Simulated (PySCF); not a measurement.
Electron correlation in C (carbon, neutral)

[He] 2s2 2p1 3s1, 3s spin antiparallel (an excited configuration). Calculation: PySCF 2.14, in aug-cc-pVDZ-DK; the spin-free X2C one-electron Hamiltonian (Gaussian nucleus). Frozen: 1s2; 4 electrons correlated.

MP2 pair energies summed by pair of shells (mhartree):

| pair | energy | share (%) |
| --- | --- | --- |
| 2s-2s | -25.38 | 52.4 |
| 2s-2p | -15.54 | 32.1 |
| 2s-3s | -5.38 | 11.1 |
| 2p-3s | -2.13 | 4.4 |

Total MP2 correlation energy: -48.43 mhartree.

Same-spin part -4.67 and opposite-spin part -43.76 mhartree; SCS-MP2 scales them by 1/3 and 6/5 to -54.07 mhartree.
